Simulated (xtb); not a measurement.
Harmonic IR lines of one isomer of C₂H₄S₃, unscaled. Calculation: xtb 6.7.1 with GFN2-xTB.

```csv
wavenumber (cm⁻¹),relative intensity
227,34
289,23
365,35
612,18
695,4.4
764,20
850,11
898,12
997,73
1138,25
1197,4.3
1222,44
1413,5.6
2423,44
2433,100
3001,3.6
```

Problem. Which structure gives these lines?
(A) `S=C(S)CS`
(B) `SC=C(S)S`
(C) `S=CCSS`

Solution. A, `S=C(S)CS`
